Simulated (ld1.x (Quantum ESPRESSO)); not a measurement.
terbium: PAW pseudisation with BLYP, scalar-relativistic reference atom.

```json
{
  "Element": "terbium",
  "Generator": "ld1.x (Quantum ESPRESSO) 7.5",
  "Type": "PAW",
  "Functional": "BLYP",
  "Relativity": "scalar-relativistic",
  "Frozen core": "[Kr] 4d10",
  "Valence charge": "19",
  "Reference configuration": "4f9 5s2 5p6 5d1 6s1 6p0",
  "Partial waves": "5s (bound): rcut 1.70, rcutus 1.95 bohr; 6s (bound): rcut 1.70, rcutus 1.95 bohr; 5p (bound): rcut 2.10, rcutus 2.60 bohr; 6p (bound, empty): rcut 2.10, rcutus 2.60 bohr; 5d (bound): rcut 2.50, rcutus 3.25 bohr; 5d channel at 1.1 Ry: rcut 2.50, rcutus 3.25 bohr; 4f (bound): rcut 1.10, rcutus 1.30 bohr; 4f channel at 1.3 Ry: rcut 1.10, rcutus 1.30 bohr",
  "Local potential": "all-electron potential smoothed inside 3.15 bohr (lloc = -2)",
  "Core correction": "Bessel-smoothed model core, default radius (core density twice the valence density)",
  "Augmentation charge": "BESSEL, radius 0.90 bohr"
}
```

(1) Estimate the cutoffs (Ry, on a coarse ladder) from which the occupation-weighted sum of valence levels, in a spherical-Bessel basis at the reference potential, stays within 10 and 1 mRy of its value at 400 Ry.

(2) What does a ghost test show?

(3) Is the overlap operator S = 1 + Σ q|β⟩⟨β| positive definite (Bessel basis up to 400 Ry)?

(4) Which valence shell sets the plane-wave cutoff?

Results:

(1) 110 Ry and 180 Ry.

(2) No extra level below or beside the all-electron valence levels (s, p, d, f tested).

(3) Yes: its lowest eigenvalue is 0.09 (p channel).

(4) 4f: its level needs 120 Ry to come within 1 mRy, against 18 Ry for 6s.

Test run stopped at test 1 of 7 (negative rho).
